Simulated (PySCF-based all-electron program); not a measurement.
Results of a calculation; reference values are marked as such.
AlI, singlet: squeezing and stretching

Method: all-electron DFT (in-house code on PySCF), basis-limit composite values; Koelling–Harmon scalar relativity, no spin–orbit coupling, spin-restricted. Forces are good to about 0.004 eV/Å. A positive force pushes the atoms apart.

```json
{"r (Å)": "2.0296", "LDA (eV/Å)": "11.218", "PBE (eV/Å)": "11.914"}
{"r (Å)": "2.1564", "LDA (eV/Å)": "6.391", "PBE (eV/Å)": "?"}
{"r (Å)": "2.2833", "LDA (eV/Å)": "3.271", "PBE (eV/Å)": "3.707"}
{"r (Å)": "2.537", "LDA (eV/Å)": "–", "PBE (eV/Å)": "0.265"}
{"r (Å)": "2.7907", "LDA (eV/Å)": "–", "PBE (eV/Å)": "?"}
```

(1) Fill in the missing PBE forces.

(2) Fit a Morse curve to the forces within 0.84 to 1.25 of the listed length with the smallest force. Where does the force vanish, what is the force constant, and what harmonic wavenumber follows with standard atomic masses?

Answers

(1) 2.1564 Å: 6.942 eV/Å; 2.7907 Å: -1.123 eV/Å.

(2) PBE: 2.570 Å, 7.6 eV/Å², about 310 cm⁻¹. The points are far apart, so these are estimates.
